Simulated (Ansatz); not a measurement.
Relaxation of a periodic cell of 19 atoms, LiC₁₈ (surface graphene monolayer, adsorbate Li), to a largest force component of 0.03 eV/Å in at most 60 steps.

These are results of DFT PBE, scalar-relativistic, plane waves, PAW in Ansatz 0.2.0, not measurements. Settings: cutoff 420 eV, k mesh 2x2x1, fermi-dirac smearing 0.05 eV, spin collinear.

```xyz
19
Lattice="7.3980 0.0000 0.0000 -3.6990 6.4069 0.0000 0.0000 0.0000 11.0000" Properties=species:S:1:pos:R:3
C 0.000 0.000 1.000
C 1.233 0.712 1.000
C -1.233 2.136 1.000
C 0.000 2.847 1.000
C -2.466 4.271 1.000
C -1.233 4.983 1.000
C 2.466 0.000 1.000
C 3.699 0.712 1.000
C 1.233 2.136 1.000
C 2.466 2.847 1.000
C 0.000 4.271 1.000
C 1.233 4.983 1.000
C 4.932 0.000 1.000
C 6.165 0.712 1.000
C 3.699 2.136 1.000
C 4.932 2.847 1.000
C 2.466 4.271 1.000
C 3.699 4.983 1.000
Li -1.267 2.602 3.030
```

Problem. Where does it end, and by what steps?

Solution. The forces met the threshold. Limits of this set-up: slab without dipole correction. After 6 steps the energy has fallen by 0.396 eV; Li19 moved furthest, 0.97 Å. Joined: C5–Li19, C6–Li19, C11–Li19.

| step | energy less start (eV) | largest force component (eV/Å) | accepted |
| --- | --- | --- | --- |
| 0 | 0.0000 | 0.573 | yes |
| 1 | -0.0995 | 0.297 | yes |
| 2 | -0.1798 | 0.381 | yes |
| 3 | -0.2676 | 0.395 | yes |
| 4 | -0.3473 | 0.288 | yes |
| 5 | -0.3944 | 0.058 | yes |
| 6 | -0.3960 | 0.003 | yes |

```xyz
19
Lattice="7.3980 0.0000 0.0000 -3.6990 6.4069 0.0000 0.0000 0.0000 11.0000" Properties=species:S:1:pos:R:3
C -0.002 -0.050 1.022
C 1.231 0.662 1.023
C -1.235 2.078 1.011
C 0.004 2.794 1.012
C -2.474 4.225 1.012
C -1.235 4.940 1.013
C 2.464 -0.044 1.024
C 3.697 0.662 1.023
C 1.237 2.082 1.023
C 2.464 2.797 1.023
C 0.004 4.225 1.012
C 1.237 4.936 1.024
C 4.930 -0.050 1.022
C 6.163 0.655 1.023
C 3.692 2.082 1.023
C 4.924 2.794 1.012
C 2.464 4.221 1.023
C 3.692 4.936 1.024
Li -1.235 3.507 2.683
```

Whether the end is a true minimum wasn't checked by a vibrational analysis.

Time of the run: 45 s on 2 threads of Arm Neoverse V2 (shared host), peak memory 0.84 GiB.
